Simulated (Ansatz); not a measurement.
Basis sets compared for GaH2Et (C₂H₇Ga). The state is a singlet with charge 0. Geometry r2SCAN-D4/def2-SVP. Ansatz on 2 threads of Intel Xeon 6975P-C on a shared host; times are rough, and most runs start from earlier orbitals.

Cartesian coordinates in Å:
```
C -0.6028 0.2215 0.0572
C -0.3023 -1.2436 0.3747
Ga 0.9232 1.3317 -0.5138
H 2.3691 0.7210 -0.6101
H 0.6967 2.8434 -0.8795
H -1.3726 0.3062 -0.7347
H -1.0571 0.7313 0.9288
H -1.2045 -1.7942 0.6937
H 0.1092 -1.7747 -0.4995
H 0.4411 -1.3425 1.1831
```

Another isomer (singlet) lies 0.48 eV lower at PBE0-D4/def2-TZVP; other spin states weren't run for this one.

Binding counts from free atoms (C triplet, Ga doublet, H doublet) in the same basis, without a counterpoise term.

```json
{"level": "PBE-D4/def2-SVP", "functions": "95", "energy (Eh)": "-2004.5345", "HOMO (eV)": "-6.28", "LUMO (eV)": "-2.15", "binding per atom (eV)": "3.47", "wall time": "0.65 s"}
{"level": "PBE0-D4/def2-SVP", "functions": "95", "energy (Eh)": "-2004.5975", "HOMO (eV)": "-7.51", "LUMO (eV)": "-1.35", "binding per atom (eV)": "3.45", "wall time": "0.95 s"}
```

**Question.** Estimate the rows for PBE-D4/def2-TZVP (with forces), PBE0-D4/def2-TZVP.

**Answer.** 
```csv
level,functions,energy (Eh),HOMO (eV),LUMO (eV),binding per atom (eV),wall time
PBE-D4/def2-TZVP (with forces),152,-2004.8712,-6.33,-2.19,3.45,1.3 s
PBE0-D4/def2-TZVP,152,-2004.9295,-7.52,-1.38,3.43,1.4 s
```
